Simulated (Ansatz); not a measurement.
The cluster In₂Se₃⁻. Charge -1, multiplicity 2. Geometry PBE-D4/def2-SVPD.

```xyz
5

In    1.621    1.042   -0.911
In   -2.057   -0.445    0.338
Se   -0.638   -0.150   -2.057
Se    0.791   -1.272    0.815
Se    0.282    0.826    1.815
```

In the def2 sets In takes a core potential; there is no spin–orbit coupling. Another isomer (doublet) lies 0.41 eV lower at PBE0-D4/def2-TZVPD; other spin states weren't run for this one.

Task: Estimate the α-spin orbital energies around the gap (eV) in Ansatz with HF/def2-TZVPD, PBE-D4/def2-TZVPD, revPBE-D4/def2-TZVPD, r2SCAN-D4/def2-TZVPD, PBE0-D4/def2-TZVPD.

Result: 
```json
{"orbital": "HOMO−5", "HF/def2-TZVPD": "-6.75", "PBE-D4/def2-TZVPD": "-2.66", "revPBE-D4/def2-TZVPD": "-2.59", "r2SCAN-D4/def2-TZVPD": "-2.94", "PBE0-D4/def2-TZVPD": "-3.73"}
{"orbital": "HOMO−4", "HF/def2-TZVPD": "-5.72", "PBE-D4/def2-TZVPD": "-2.03", "revPBE-D4/def2-TZVPD": "-1.98", "r2SCAN-D4/def2-TZVPD": "-2.34", "PBE0-D4/def2-TZVPD": "-3.13"}
{"orbital": "HOMO−3", "HF/def2-TZVPD": "-4.79", "PBE-D4/def2-TZVPD": "-1.51", "revPBE-D4/def2-TZVPD": "-1.45", "r2SCAN-D4/def2-TZVPD": "-1.73", "PBE0-D4/def2-TZVPD": "-2.47"}
{"orbital": "HOMO−2", "HF/def2-TZVPD": "-4.29", "PBE-D4/def2-TZVPD": "-1.46", "revPBE-D4/def2-TZVPD": "-1.40", "r2SCAN-D4/def2-TZVPD": "-1.72", "PBE0-D4/def2-TZVPD": "-2.43"}
{"orbital": "HOMO−1", "HF/def2-TZVPD": "-3.99", "PBE-D4/def2-TZVPD": "-0.92", "revPBE-D4/def2-TZVPD": "-0.88", "r2SCAN-D4/def2-TZVPD": "-1.21", "PBE0-D4/def2-TZVPD": "-1.96"}
{"orbital": "HOMO", "HF/def2-TZVPD": "-3.49", "PBE-D4/def2-TZVPD": "-0.81", "revPBE-D4/def2-TZVPD": "-0.75", "r2SCAN-D4/def2-TZVPD": "-1.02", "PBE0-D4/def2-TZVPD": "-1.64"}
{"orbital": "LUMO", "HF/def2-TZVPD": "3.37", "PBE-D4/def2-TZVPD": "1.32", "revPBE-D4/def2-TZVPD": "1.39", "r2SCAN-D4/def2-TZVPD": "1.50", "PBE0-D4/def2-TZVPD": "2.09"}
{"orbital": "LUMO+1", "HF/def2-TZVPD": "3.45", "PBE-D4/def2-TZVPD": "1.85", "revPBE-D4/def2-TZVPD": "1.92", "r2SCAN-D4/def2-TZVPD": "2.08", "PBE0-D4/def2-TZVPD": "2.38"}
{"orbital": "LUMO+2", "HF/def2-TZVPD": "3.64", "PBE-D4/def2-TZVPD": "1.99", "revPBE-D4/def2-TZVPD": "2.03", "r2SCAN-D4/def2-TZVPD": "2.23", "PBE0-D4/def2-TZVPD": "2.46"}
{"orbital": "LUMO+3", "HF/def2-TZVPD": "3.85", "PBE-D4/def2-TZVPD": "2.01", "revPBE-D4/def2-TZVPD": "2.08", "r2SCAN-D4/def2-TZVPD": "2.27", "PBE0-D4/def2-TZVPD": "2.60"}
{"orbital": "LUMO+4", "HF/def2-TZVPD": "4.19", "PBE-D4/def2-TZVPD": "2.21", "revPBE-D4/def2-TZVPD": "2.23", "r2SCAN-D4/def2-TZVPD": "2.68", "PBE0-D4/def2-TZVPD": "2.68"}
{"orbital": "LUMO+5", "HF/def2-TZVPD": "4.22", "PBE-D4/def2-TZVPD": "2.50", "revPBE-D4/def2-TZVPD": "2.42", "r2SCAN-D4/def2-TZVPD": "3.05", "PBE0-D4/def2-TZVPD": "2.83"}
{"orbital": "β HOMO", "HF/def2-TZVPD": "-3.36", "PBE-D4/def2-TZVPD": "-0.73", "revPBE-D4/def2-TZVPD": "-0.67", "r2SCAN-D4/def2-TZVPD": "-0.93", "PBE0-D4/def2-TZVPD": "-1.55"}
{"orbital": "β LUMO", "HF/def2-TZVPD": "3.16", "PBE-D4/def2-TZVPD": "-0.30", "revPBE-D4/def2-TZVPD": "-0.23", "r2SCAN-D4/def2-TZVPD": "-0.28", "PBE0-D4/def2-TZVPD": "0.33"}
```
